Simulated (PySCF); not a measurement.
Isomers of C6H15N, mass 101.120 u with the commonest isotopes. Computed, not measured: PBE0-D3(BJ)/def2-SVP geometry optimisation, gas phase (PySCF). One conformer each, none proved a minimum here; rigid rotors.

Question: Order these by rotational constant B, largest first.
A. `[CH3:1][CH2:2][CH2:3][C:4]([CH3:5])([CH3:6])[NH2:7]` with C1–C2–C3–C4 172°, C2–C3–C4–C5 58°, C3–C4–N7–H -65° and 179° (1,1-dimethylbutylamine)
B. `[CH3:1][CH2:2][N:3]([CH3:4])[CH:5]([CH3:6])[CH3:7]` with C1–C2–N3–C4 75°, C2–N3–C5–C6 71°
C. `[CH3:1][CH2:2][CH2:3][CH2:4][NH:5][CH2:6][CH3:7]` with C1–C2–C3–C4 -178°, C2–C3–C4–N5 179°, C3–C4–N5–C6 68°, C4–N5–C6–C7 176°

Answer: B (1808 MHz), A (1429 MHz), C (868.7 MHz).

Question: Order these by radius of gyration √(Σ m r²/M), smallest first.
A. `[CH3:1][CH2:2][N:3]([CH3:4])[CH:5]([CH3:6])[CH3:7]` with C1–C2–N3–C4 75°, C2–N3–C5–C6 71° (methylethylisopropylamine)
B. `[CH3:1][CH2:2][CH2:3][C:4]([CH3:5])([CH3:6])[NH2:7]` with C1–C2–C3–C4 172°, C2–C3–C4–C5 58°, C3–C4–N7–H -65° and 179° (1,1-dimethylbutylamine)
C. `[CH3:1][CH2:2][CH2:3][CH2:4][NH:5][CH2:6][CH3:7]` with C1–C2–C3–C4 -178°, C2–C3–C4–N5 179°, C3–C4–N5–C6 68°, C4–N5–C6–C7 176° (ethylbutylamine)

Answer: A (1.931 Å), B (2.031 Å), C (2.494 Å).

Question: Order these by dipole moment, smallest first.
A. `[CH3:1][CH2:2][CH2:3][CH2:4][NH:5][CH2:6][CH3:7]` with C1–C2–C3–C4 -178°, C2–C3–C4–N5 179°, C3–C4–N5–C6 68°, C4–N5–C6–C7 176° (ethylbutylamine)
B. `[CH3:1][CH2:2][CH2:3][C:4]([CH3:5])([CH3:6])[NH2:7]` with C1–C2–C3–C4 172°, C2–C3–C4–C5 58°, C3–C4–N7–H -65° and 179°
C. `[CH3:1][CH2:2][N:3]([CH3:4])[CH:5]([CH3:6])[CH3:7]` with C1–C2–N3–C4 75°, C2–N3–C5–C6 71° (methylethylisopropylamine)

Answer: C (0.49 D), A (0.87 D), B (1.21 D).

```json
{"SMILES": "CCN(C)C(C)C", "point group": "C1", "Ia (u·Å²)": "146.49", "Ib (u·Å²)": "279.60", "Ic (u·Å²)": "328.02", "κ": "-0.72", "μa (D)": "0.27", "μb (D)": "0.21", "μc (D)": "0.36"}
{"SMILES": "CCCC(C)(C)N", "point group": "C1", "Ia (u·Å²)": "120.41", "Ib (u·Å²)": "353.55", "Ic (u·Å²)": "360.29", "κ": "-0.98", "μa (D)": "1.02", "μb (D)": "0.66", "μc (D)": "0.00"}
{"SMILES": "CC(C)(C)CCN", "point group": "Cs", "Ia (u·Å²)": "123.10", "Ib (u·Å²)": "359.97", "Ic (u·Å²)": "363.67", "κ": "-0.99", "μa (D)": "0.82", "μb (D)": "0.98", "μc (D)": "0.01"}
{"SMILES": "CCCCNCC", "point group": "C1", "Ia (u·Å²)": "64.49", "Ib (u·Å²)": "581.75", "Ic (u·Å²)": "612.21", "κ": "-0.99", "μa (D)": "0.47", "μb (D)": "0.66", "μc (D)": "0.33"}
```
